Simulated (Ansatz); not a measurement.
```yaml
crystal:
  periodic: [false, false, false]
  atoms:
    - {symbol: O, position_ang: [-1.888297, -1.247100, 0.433657]}
    - {symbol: C, position_ang: [-0.717357, -0.618792, 0.382604]}
    - {symbol: Si, position_ang: [0.878779, -1.429114, 0.654495]}
    - {symbol: Al, position_ang: [-0.682953, 1.181382, -0.300774]}
    - {symbol: O, position_ang: [0.361097, 2.016138, -0.949831]}
    - {symbol: H, position_ang: [1.838351, -0.800759, 1.312849]}
    - {symbol: H, position_ang: [1.519650, -1.449494, -0.876453]}
    - {symbol: H, position_ang: [0.787254, -2.940857, 0.911715]}
    - {symbol: H, position_ang: [-2.518633, 1.858020, -0.721689]}
    - {symbol: H, position_ang: [0.426887, 3.385883, -0.843872]}
basis:
  gaussian: {orbitals: "6-311G**", final_grid: {core_spheres: 5, valence_spheres: 4, degree: 11}}
hamiltonian: {xc: {name: wB97}}
output: {forces: true}
```

```sh
$ ansatz run in.yaml --threads 4 --pin off --events-out ev --progress --plain --max-ram 10444MiB
```

How does Ansatz answer? (Best estimate.)

The calculation gave: The program refused the input.
```
Error: <dir> can't be read: No such file or directory (os error 2)
```
